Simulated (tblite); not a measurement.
Compound: C7H14NP.
Cartesian coordinates in Å at the GFN2-xTB level; atoms count from 1:
```
atom  x, y, z in Å
C1    -2.958   -0.967    1.333
C2    -2.084   -0.781    0.360
P3    -0.954    0.653    0.301
C4    -1.735    1.438   -1.190
N5     0.301   -0.193   -0.567
C6     1.405    0.646   -1.011
C7     2.380    0.743    0.172
C8     2.110   -0.539    0.978
C9     0.967   -1.227    0.213
H10   -3.035   -0.278    2.158
H11   -3.638   -1.806    1.349
H12   -1.994   -1.477   -0.469
H13   -1.740    0.731   -2.018
H14   -1.192    2.337   -1.475
H15   -2.754    1.721   -0.932
H16    1.885    0.139   -1.856
H17    1.051    1.620   -1.348
H18    2.152    1.626    0.769
H19    3.413    0.814   -0.165
H20    2.988   -1.181    1.039
H21    1.792   -0.297    1.992
H22    1.373   -1.962   -0.492
H23    0.260   -1.734    0.872
```

Calculated harmonic vibrations of the isolated species, GFN2-xTB (tblite), most abundant isotopes, no scaling. Errors from tens to a few hundred cm⁻¹ against measured bands are possible. One conformer, not necessarily the lowest.

Harmonic wavenumbers (cm⁻¹): 42.2, 45.9, 76.7, 96.7, 158.4, 182.9, 225.2, 241.7, 322.5, 325.2, 360.5, 540.6, 638.0, 642.2, 670.3, 704.2, 720.7, 826.7, 856.1, 862.5, 869.6, 902.4, 959.9, 972.7, 989.0, 998.2, 1007.0, 1010.3, 1087.1, 1100.8, 1139.4, 1177.4, 1186.8, 1212.3, 1214.7, 1245.7, 1290.4, 1295.7, 1302.5, 1306.0, 1313.8, 1401.0, 1435.4, 1456.9, 1470.9, 1483.2, 1483.7, 1501.5, 1667.7, 2917.6, 2920.4, 2982.0, 2986.3, 2995.3, 2998.4, 3000.2, 3004.3, 3007.1, 3009.8, 3015.0, 3016.7, 3076.4, 3103.1.

A = 2375, B = 1016, C = 816.2 MHz; mass 143.086 u (most abundant isotopes); point group C1, symmetry number 1.

**Question.** What is the zero-point energy?

**Answer.** Half the sum of the wavenumbers: 43027 cm⁻¹ = 123.02 kcal/mol.

**Question.** What is S at 273.15 K and 1 bar for an ideal gas of classical rigid rotors and harmonic oscillators?

**Answer.** Translation 40.38, rotation 29.22, vibration 31.36: S = 101.0 cal/(mol K).

**Question.** And Cp and H(273.15 K) − H(0)?

**Answer.** Cp = 38.72 cal/(mol K), of which vibrations give 30.77 (their classical limit is 63 R = 125.2); H(273.15 K) − H(0) = 6.51 kcal/mol without the zero-point energy, 4.33 from vibrations.

**Question.** What must be added to the electronic energy to get the Gibbs energy at 273.15 K and 1 bar?

**Answer.** ZPE + [H(273.15 K) − H(0)] − T·S = 123.02 + 6.51 − 27.58 = 101.95 kcal/mol.

**Question.** How do the functions run with temperature in this model?

**Answer.** 
```csv
T (K),S (cal/(mol K)),Cp (cal/(mol K)),H − H(0) (kcal/mol),G − H(0) (kcal/mol),ln q(vib)
150,82.3,25.4,2.60,-9.75,4.09
250,97.7,35.9,5.64,-18.77,7.12
298.15,104.5,41.8,7.51,-23.64,8.53
400,118.5,54.3,12.42,-35.00,11.48
600,144.6,74.1,25.38,-61.35,17.29
900,178.5,93.2,50.71,-109.97,25.69
```

q(vib) and H(0) count from the zero-point level.

**Question.** Blend soft modes into free rotors: weight 1/[1 + (100 cm⁻¹/ν̃)⁴] for the oscillator and the rest for a rotor with moment μB/(μ + B), μ = h/(8π²ν), B = 10⁻⁴⁴ kg m². What vibrational entropy results?

**Answer.** 27.98 cal/(mol K) in place of 31.36, which changes −T·S at 273.15 K by +0.92 kcal/mol.

**Question.** Which modes carry the vibrational entropy at 273.15 K?

**Answer.** 42.2 cm⁻¹: 4.98; 45.9 cm⁻¹: 4.81; 76.7 cm⁻¹: 3.80; 96.7 cm⁻¹: 3.35; 158.4 cm⁻¹: 2.40; 182.9 cm⁻¹: 2.14 cal/(mol K); the other 57 give 9.88 together.

Hindered rotation and anharmonicity are outside this model. Other conformers, if any are populated, would add a mixing term that is left out. The structure is chiral; the term R ln 2 for an equal mix with its mirror image is left out.
